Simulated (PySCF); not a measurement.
C3H11NSi, SMILES CCC[SiH2]N (GFN2-xTB optimised geometry):

```
16

C      2.567    -0.152    -1.251
C      1.044    -0.082    -1.278
C      0.423    -0.637     0.000
Si    -1.476    -0.637     0.000
N     -1.975     1.013     0.000
H      2.958     0.420    -0.411
H      2.898    -1.183    -1.144
H      2.990     0.252    -2.168
H      0.738     0.958    -1.411
H      0.675    -0.646    -2.139
H      0.792    -0.061     0.850
H      0.777    -1.659     0.144
H     -2.014    -1.199     1.240
H     -1.947    -1.436    -1.147
H     -1.532     1.659    -0.633
H     -2.958     1.220     0.062
```

Method: PBE0/def2-TZVP run with PySCF.

Q: What are the frontier orbital energies and the dipole moment?

A: HOMO-2 -9.25 eV, HOMO-1 -8.25 eV, HOMO -7.23 eV, LUMO 0.66 eV, LUMO+1 1.15 eV; dipole moment 1.07 D.

On the same geometry PBE/def2-TZVP run with PySCF gives HOMO-2 -7.85 eV, HOMO-1 -6.96 eV, HOMO -5.81 eV, LUMO -0.16 eV, LUMO+1 0.35 eV; dipole moment 1.09 D.

Meta-Löwdin charges at PBE0/def2-TZVP: C1 -0.34, C2 -0.18, C3 -0.45, Si4 0.75, N5 -0.75, H6 0.11, H7 0.11, H8 0.11, H9 0.10, H10 0.10, H11 0.12, H12 0.12, H13 -0.12, H14 -0.15, H15 0.23, H16 0.24.
